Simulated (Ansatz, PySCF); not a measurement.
Species: SiHCl$_{2}$, charge 0, multiplicity 2. SMILES: Cl[SiH]Cl
Geometry: optimised at B3LYP-D3(BJ)/def2-TZVP (Ansatz, an electronic-structure program).

Property: atomisation energy, in kcal/mol. Terms: LANL2DZ with its own core potentials from Na on; atomisation electronic, to ground-state atoms; 6-311+G** with 5d, 6d on Na to Ar in Ansatz; valence correlation only; spin-orbit terms left out; non-relativistic; no dispersion term unless named; UHF or UKS for open shells; six Cartesian d functions in 6-31G* and its kin unless marked 5d. Basis-set limits of correlation are two-point, X^-3; Hartree-Fock from the larger set. The bracket is a focal-point correction in the basis named. Ab initio and DFT rows: single points at B3LYP-D3(BJ) geometries (Ansatz).

Coupled cluster (Ansatz) is a level with limits of its own, used here on species with T1 under 0.025 (0.045 for open shells) and stable references: RI-MP2/CBS(aug-cc-pV(T+d)Z,aug-cc-pV(Q+d)Z)+[CCSD(T)-MP2]/aug-cc-pV(T+d)Z.

Value to compare with, RI-MP2/CBS(aug-cc-pV(T+d)Z,aug-cc-pV(Q+d)Z)+[CCSD(T)-MP2]/aug-cc-pV(T+d)Z (Ansatz): 259.8 kcal/mol.

```
level                        program  atomisation energy (kcal/mol)  difference
--------------------  --------------  -----------------------------  ----------
HF/6-311+G**                  Ansatz                          185.0       -74.8
PBE/STO-3G                    Ansatz                          325.9        66.1
PBE/LANL2DZ                   Ansatz                          216.1       -43.7
B3LYP/3-21G                   Ansatz                          205.7       -54.1
B3LYP/6-31G*                  Ansatz                          243.0       -16.8
B3LYP/def2-SVP                Ansatz                          247.1       -12.7
M06-2X/6-311+G**               PySCF                          251.4        -8.4
PBE/def2-TZVPD                Ansatz                          261.9         2.1
r2SCAN-D4/def2-TZVPD  Ansatz + dftd4                          265.9         6.1
```

Among the 7 habitual levels, HF/6-311+G** lies farthest from RI-MP2/CBS(aug-cc-pV(T+d)Z,aug-cc-pV(Q+d)Z)+[CCSD(T)-MP2]/aug-cc-pV(T+d)Z (Ansatz) (-74.8 kcal/mol) and M06-2X/6-311+G** nearest (-8.4); 1 of 7 lie above it, and their mean absolute difference is 39.5 kcal/mol, the median 43.7. One case shows no general order.

The levels are drawn from those run, B3LYP/6-31G* more often than the rest, none by its result; left out are runs that failed, that the program found above a lower state of the same kind, or whose <S^2> lies over 0.5 above the pure value.
